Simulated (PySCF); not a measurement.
An unknown is described by computed data only.

Formula: C5H6ClF.

| Property | Result |
| --- | --- |
| Valence photoelectron | vertical ionisation energy: 8.63 eV [ΔSCF CAM-B3LYP/def2-SVPD] |
| Rotational structure | rotational constants A, B, C: 3.275, 1.571, 1.069 GHz [PBE0-D3(BJ)/def2-SVP] |
| Triplet | lowest triplet excitation (Tamm–Dancoff): 2.93 eV [TDA CAM-B3LYP/def2-SVPD] |
| 13C NMR | chemical shifts (computed TMS as zero) by class: 161.5 (1 C), 131.9 (1 C), 128.8 (1 C), 124.0 (1 C), 20.2 (1 C) ppm [GIAO PBE0/pcSseg-1] |
| Polarisability | 83.2 au [CAM-B3LYP/def2-SVPD] |
| Dipole | 0.17 D [CAM-B3LYP/def2-SVPD] |
| NMR, other nuclei | isotropic shieldings of nuclei other than C and H, by class: 310 (1 F), 757 (1 Cl) ppm [GIAO PBE0/pcSseg-1] |
| 1H NMR | chemical shifts (computed TMS as zero) by class: 6.84 (1 H), 5.88 (1 H), 5.59 (1 H), 2.14 (3 H) ppm [GIAO PBE0/pcSseg-1] |
| UV, first state | lowest singlet excitation: 5.29 eV (235 nm, f = 0.653) [TDDFT CAM-B3LYP/def2-SVPD] |

Gas-phase values; electronic properties from PySCF, density fitting. Levels stand in brackets. Isolated species at its PBE0-D3(BJ)/def2-SVP geometry (one conformer only). Each NMR value is the plain mean over a class of atoms that symmetry, rotation or inversion makes alike.

Q: What is the compound? Reason from the data.

A: Numbering: `[CH2:1]=[CH:2]/[C:3]([F:4])=[C:5](/[CH3:6])[Cl:7]`. Its formula, C5H6ClF, gives 2 degrees of unsaturation: 0 rings and 2 π bonds in the structure found. 5 carbons fall into 5 classes; from least to most shielded: vinylic C–F carbon [C3] (161.5 ppm), alkene CH carbon [C2] (131.9 ppm), vinylic C–Cl carbon [C5] (128.8 ppm), terminal =CH2 carbon [C1] (124.0 ppm), allylic carbon [C6] (20.2 ppm). Hydrogen classes from least to most shielded: 1 H on an alkene CH carbon, C2 (6.84 ppm), 1 H on a terminal =CH2 carbon, C1 (5.88 ppm), 1 H on a terminal =CH2 carbon, C1 (5.59 ppm), 3 H on an allylic carbon, C6 (2.14 ppm, a mean of values up to 0.8 ppm apart in this geometry). The other shieldings belong to: 310 ppm, vinyl fluorine [F4]; 757 ppm, vinyl chlorine [Cl7]. The first electron is taken from the HOMO, whose largest Löwdin shares are 0.24 on the vinylic C–Cl carbon, 0.19 on the vinylic C–F carbon, 0.17 on the terminal =CH2 carbon and 0.15 on the vinyl chlorine. By its constants the optimised geometry is an asymmetric top. Structure: `C=C/C(F)=C(/C)Cl`. Computed isomers that give other values at the same levels: `C=C(Cl)/C=C(/C)F` (rotational constant A: 3.853 GHz; this holds for the one conformer computed). The assignments are read from this structure; whether some other isomer fits the data as well wasn't checked.

Shape of the structure used: `[CH2:1]=[CH:2]/[C:3]([F:4])=[C:5](/[CH3:6])[Cl:7]`: C1–C2–C3–F4 -1°.
